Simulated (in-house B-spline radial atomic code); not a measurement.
Values are calculated unless marked as measured or tabulated.
# Two electrons in Si: a parabolic dot with ħω = 0.641 meV in all three directions with a doubly ionised double donor at its centre

For Si the NSM archive of the Ioffe Institute lists m_l = 0.98 m0, m_t = 0.19 m0 and ε = 11.7; the model takes one isotropic valley with the conductivity mass 3/(1/m_l + 2/m_t) = 0.26 m0, and so misses anisotropy and the other valleys. All triplets below are those of one valley; with several valleys two electrons can form a triplet in the 1s orbital itself, at an energy set by the valley splitting. Real donors also feel a central-cell potential, which shifts the ground state; some double donors stay shallow and helium-like, others are deep centres that this model can't describe.

Effective-mass model with parabolic bands, a uniform dielectric constant, no image charges, no central-cell or spin-orbit terms. Two-electron levels come from full CI in B-splines with partial waves to l = 5 (up to 0.001 effective hartree above the limit).

**Question.** What are the effective units, and what is the potential in them?

**Answer.** Ha* = 27211.386 meV × 0.26/11.7² = 51.68 meV and a* = 0.0529177 nm × 11.7/0.26 = 2.381 nm. The frequency is ω = 0.0124 Ha*, with −2/r added.

In these units the lowest s and p orbitals lie at -1.9999 and -0.4994, and their Coulomb and exchange integrals are J_ss = 1.2500, J_sp = 0.4861 and K_sp = 0.03423. Full CI gives -2.9033 for the ground singlet, -2.1312 for the sp triplet, -2.1215 for the sp singlet and -2.1735 for the lowest triplet of two s orbitals.

**Question.** What does it cost to add the second electron, to first order and exactly?

**Answer.** To first order E = 2ε_s + J_ss = -2.7498, so the charging energy E(2) − 2E(1) is J_ss = 64.61 meV. CI gives -2.9033 − 2 × (-1.9999) = 1.0966, or 56.67 meV: relaxation and correlation lower it by 7.933 meV, 12.3 % of J_ss. The s² configuration of one-electron orbitals holds 92.5 % of the state, and the mean radius is 2.21 nm.

**Question.** How far above the singlet do the triplets lie?

**Answer.** To first order the sp triplet lies at ε_s + ε_p + J_sp − K_sp = -2.0475, which is 36.3 meV above 2ε_s + J_ss. CI gives -2.1312 − (-2.9033) = 0.7721, or 39.91 meV, 51 % of the orbital spacing of 77.55 meV. The ss triplet lies 37.72 meV up, so the lower of the two is the ss one, and its gap equals k_BT at 438 K. The sp singlet-triplet splitting is 0.5017 meV, against 2K_sp = 3.538 meV.
